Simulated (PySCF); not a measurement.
Pt⁺ (platinum, charge +1) across methods

[Xe] 4f14 5d8 6s1, high-spin 4F determinant (an excited configuration). Calculation: PySCF 2.14, in aug-cc-pwCVTZ-PP with ECP60MDF (8s8p7d4f3g, 122 functions); scalar relativity through the core potential.

| method | E (hartree) | mean ε 5d α (eV) | mean ε 5d β (eV) | mean ε 6s α (eV) | Σ⟨r²⟩ (bohr²) | ⟨S²⟩ |
| --- | --- | --- | --- | --- | --- | --- |
| PBE0 | -119.0095 | -18.966 | -17.365 | -15.305 | 42.35 | 3.751 |
| LDA | -118.7985 | -17.381 | -15.886 | -14.830 | 42.71 | 3.750 |
| HSE06 | -119.0071 | -18.544 | -16.962 | -14.910 | 42.39 | 3.751 |
| revPBE | -119.0968 | -17.192 | -15.717 | -14.447 | 42.49 | 3.751 |
| UHF | -118.22865 | -23.300 | -21.243 | -16.899 | 42.42 | 3.754 |
| r2SCAN | -119.0644 | -17.669 | -15.963 | -14.834 | 42.18 | 3.752 |
| PBE | -119.0441 | -17.241 | -15.761 | -14.527 | 42.55 | 3.751 |
| PBEsol | -118.8813 | -17.236 | -15.713 | -14.616 | 42.55 | 3.751 |

Energies and moments cover only the electrons outside the core potential. Spin-orbit coupling, absent here, splits the open shell strongly.
